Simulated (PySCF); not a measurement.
Radial density of Mn+ (manganese, charge +1)

UHF, [Ar] 3d5 4s1, high-spin 7S determinant. All numbers are calculated (PySCF 2.14, no relativity, point nucleus, in pcseg-2).

| r (bohr) | 4πr²ρ (e/bohr) | 4πr²(ρα − ρβ) |
| --- | --- | --- |
| 0.00119 | 0.1786 | 0.0001 |
| 0.00201 | 0.4854 | 0.0002 |
| 0.00338 | 1.282 | 0.0006 |
| 0.00569 | 3.233 | 0.0014 |
| 0.00956 | 7.534 | 0.0032 |
| 0.0161 | 15.40 | 0.0063 |
| 0.0271 | 25.37 | 0.0094 |
| 0.0455 | 29.79 | 0.0082 |
| 0.0766 | 24.37 | 0.0085 |
| 0.129 | 26.38 | 0.0762 |
| 0.217 | 32.47 | 0.4484 |
| 0.364 | 15.61 | 1.8392 |
| 0.613 | 13.89 | 4.0794 |
| 1.03 | 10.88 | 3.5937 |
| 1.73 | 2.426 | 1.5691 |
| 2.92 | 0.5366 | 0.5263 |
| 4.91 | 0.06237 | 0.0623 |
| 8.25 | 0.001151 | 0.0012 |
